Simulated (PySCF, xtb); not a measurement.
B(Cl)(GeH3)(OH) (BClGeH4O), SMILES O[B](Cl)[GeH3].

GFN2-xTB in xtb 6.7.1 at its own geometry gives an orbital gap of 4.49 eV and a dipole moment of 2.70 D.

The structure is a stationary point at PBE-D3(BJ)/def2-SVP. The values are those of a single conformer.

**Question.** What does PBE/def2-TZVP in PySCF give? (The exact figures need the calculation; the answer reports its results.)

**Answer.** gap 5.17 eV (levels -7.15 and -1.98 eV), dipole 1.52 D.
